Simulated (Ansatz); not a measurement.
Relaxation of BH3S3 (7 atoms, charge 0, multiplicity 1), to a largest force component of 0.015 eV/Å in at most 40 steps.

Method: RKS PBE0-D4/def2-SVP (Ansatz 0.2.0).

```xyz
7
Properties=species:S:1:pos:R:3
S -0.943 1.560 0.128
B 0.145 0.107 0.056
S 0.325 -0.972 1.566
S 1.146 -0.296 -1.531
H -2.094 0.833 -0.322
H 1.440 -0.186 2.040
H 0.043 -1.114 -1.983
```

Question: Where does it end, and by what steps?

Answer: The forces met the threshold. After 17 steps the energy has fallen by 2.092 eV; H7 moved furthest, 1.41 Å.

```json
{"step": "0", "energy less start (eV)": "0.0000", "largest force component (eV/Å)": "1.876", "accepted": "yes"}
{"step": "1", "energy less start (eV)": "-0.2832", "largest force component (eV/Å)": "0.723", "accepted": "yes"}
{"step": "2", "energy less start (eV)": "-0.4021", "largest force component (eV/Å)": "0.619", "accepted": "yes"}
{"step": "3", "energy less start (eV)": "-0.6067", "largest force component (eV/Å)": "0.644", "accepted": "yes"}
{"step": "4", "energy less start (eV)": "-0.7915", "largest force component (eV/Å)": "1.284", "accepted": "yes"}
{"step": "5", "energy less start (eV)": "-1.0632", "largest force component (eV/Å)": "1.143", "accepted": "yes"}
{"step": "6", "energy less start (eV)": "-1.3242", "largest force component (eV/Å)": "0.786", "accepted": "yes"}
{"step": "7", "energy less start (eV)": "-1.5427", "largest force component (eV/Å)": "1.083", "accepted": "yes"}
{"step": "8", "energy less start (eV)": "-1.7585", "largest force component (eV/Å)": "0.995", "accepted": "yes"}
{"step": "9", "energy less start (eV)": "-1.7896", "largest force component (eV/Å)": "1.545", "accepted": "yes"}
{"step": "10", "energy less start (eV)": "-1.9824", "largest force component (eV/Å)": "0.980", "accepted": "yes"}
{"step": "11", "energy less start (eV)": "-2.0824", "largest force component (eV/Å)": "0.193", "accepted": "yes"}
{"step": "12", "energy less start (eV)": "-2.0654", "largest force component (eV/Å)": "0.230", "accepted": "no"}
{"step": "13", "energy less start (eV)": "-2.0899", "largest force component (eV/Å)": "0.091", "accepted": "yes"}
{"step": "14", "energy less start (eV)": "-2.0910", "largest force component (eV/Å)": "0.051", "accepted": "yes"}
{"step": "15", "energy less start (eV)": "-2.0915", "largest force component (eV/Å)": "0.037", "accepted": "yes"}
{"step": "16", "energy less start (eV)": "-2.0922", "largest force component (eV/Å)": "0.043", "accepted": "yes"}
{"step": "17", "energy less start (eV)": "-2.0924", "largest force component (eV/Å)": "0.014", "accepted": "yes"}
```

```xyz
7
Properties=species:S:1:pos:R:3
S -1.502 1.397 0.412
B -0.178 0.184 0.194
S 0.599 -0.385 1.725
S 0.249 -0.340 -1.482
H -1.851 1.494 -0.889
H 1.550 -1.163 1.169
H 1.195 -1.255 -1.176
```

Whether the end is a true minimum wasn't checked by a vibrational analysis.

Time of the run: 74 s on 1 CPU thread of a shared host.
